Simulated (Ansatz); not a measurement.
The same molecule with X = V, Nb, Ta. Ansatz, PBE0-D4/def2-TZVP geometries, multiplicity 1. Each molecule was computed in one conformer, which needn't be the lowest.

Elements past krypton have def2 core potentials. Scalar relativity is left out up to krypton.

```json
{"X": "Nb", "molecule": "`[NH]=[Nb]([NH2])([OH])[OH]`", "mean X–N bond length / Å": "1.862", "mean X–O bond length / Å": "1.912", "HOMO–LUMO gap (B3LYP/def2-TZVPP) / eV": "6.61", "zero-point energy (PBE0-D4/def2-TZVP) / kJ/mol": "171.3", "size of the dipole moment (PBE/def2-TZVPP) / D": "1.18"}
{"X": "Ta", "molecule": "`[NH]=[Ta]([NH2])([OH])[OH]`", "mean X–N bond length / Å": "1.878", "mean X–O bond length / Å": "1.919", "HOMO–LUMO gap (B3LYP/def2-TZVPP) / eV": "7.01", "zero-point energy (PBE0-D4/def2-TZVP) / kJ/mol": "171.3", "size of the dipole moment (PBE/def2-TZVPP) / D": "0.76"}
```

Q: Give the row for X = V, `[NH]=[V]([NH2])([OH])[OH]`. (An estimate is asked.)

A: The calculation gave: 
```tsv
X	molecule	mean X–N bond length / Å	mean X–O bond length / Å	HOMO–LUMO gap (B3LYP/def2-TZVPP) / eV	zero-point energy (PBE0-D4/def2-TZVP) / kJ/mol	size of the dipole moment (PBE/def2-TZVPP) / D
V	`[NH]=[V]([NH2])([OH])[OH]`	1.718	1.778	5.35	173.8	2.23
```

From V to Ta the mean X–N bond length rises at each step, by 0.160 Å in all; the mean X–O bond length rises at each step, by 0.141 Å in all; the HOMO–LUMO gap (B3LYP/def2-TZVPP) rises at each step, by 1.66 eV in all; the zero-point energy (PBE0-D4/def2-TZVP) isn't monotonic: highest at V, lowest at Nb. Dipoles are sizes alone, and their direction can turn along the series.

B3LYP here is the variant with VWN-RPA as its local correlation; programs differ in this.
